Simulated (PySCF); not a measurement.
Mapped SMILES: `[CH:1]#[C:2][C@:3]1([F:4])[CH2:5][CH2:6][SiH2:7]1`. Each H is labelled by its parent atom. Ha(C5), Ha(C6), Ha(Si7) are pro-R; Hb(C5), Hb(C6), Hb(Si7) are pro-S.

One conformer, no solvent, non-relativistic. Shielding tensors at PBE0/pcSseg-1 (GIAO); coordinates at the GFN2-xTB level; PySCF.

Chemical shifts δ = σref − σ; TMS for ¹³C, all at this level.

Q: Do the ¹³C shifts follow the atomic charges (in e)? Tabulate both.

A: 
```tsv
atoms	hybridisation	δ (ppm)	σ para (ppm)	Hirshfeld	IAO	Mulliken	ESP-fitted
C3	sp3	90.3	-146	+0.03	+0.05	-0.17	+0.23
C2	sp	89.0	-160	-0.06	-0.04	+0.39	-0.01
C1	sp	88.5	-160	-0.11	-0.23	-0.38	-0.43
C5	sp3	41.4	-105	-0.07	-0.27	-0.16	-0.08
C6	sp3	1.5	-66	-0.16	-0.54	-0.51	-0.32
```

Correlation coefficients of δ with charge over these carbons: Hirshfeld +0.71, IAO +0.89, Mulliken +0.55, ESP-fitted +0.37; with the paramagnetic shielding -0.99. With so few points, grouped by hybridisation, these coefficients are fragile. Charge is one influence among several: hybridisation and low-lying excitations act through the paramagnetic term.

Shifts are as computed. Against solution values, carbons near 30 ppm lie about +3 ppm off and those near 130 ppm about +5 ppm. Of 1211 compounds with measured shifts, 218 miss one by over three times the rms of a fit or turn the order of signals round; such compounds aren't used in these exercises.
